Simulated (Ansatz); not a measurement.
Consider the redistribution: `N#[C][Ge]([F])([F])[C]#N` + `C[Se]C` → `[CH3][Ge]([F])([F])[C]#N` + `C[Se]C#N`.

Gas-phase electronic energies from Ansatz, PBE0-D4/def2-TZVP geometries. CCSD(T)/CBS adds triple-zeta CCSD(T) − MP2 to the extrapolated MP2 energy (def2 sets, frozen cores). DFT in def2-TZVPP. For Ge, Se outer-core shells are correlated without core-valence functions, which leaves a few kJ/mol of doubt a bond. Scalar relativity is left out up to krypton.

| level | ΔE (eV) |
| --- | --- |
| r2SCANh-D4 | -0.55 |
| HF/def2-TZVPP | -0.40 |

Q: What does CCSD(T)/CBS give? (An estimate is asked.)

A: Computed: -0.47 eV. The listed levels differ from it by -0.08, 0.07 eV.

Largest T1 diagnostic among the species: 0.014.

At CCSD(T), def2-SVP lies +0.10 eV from the extrapolated value and def2-TZVPP +0.06 eV. From BLYP to BHLYP (50 % exact exchange), in def2-TZVPP and without D4, ΔE moves by +0.04 eV. Leaving LDA and LC-ωPBE aside and taking each functional with its dispersion term where it has one, the values, not all of them listed here, spread over 0.09 eV, from PBE-D4 to B2PLYP. LDA lies −0.07 eV from PBE without D4.
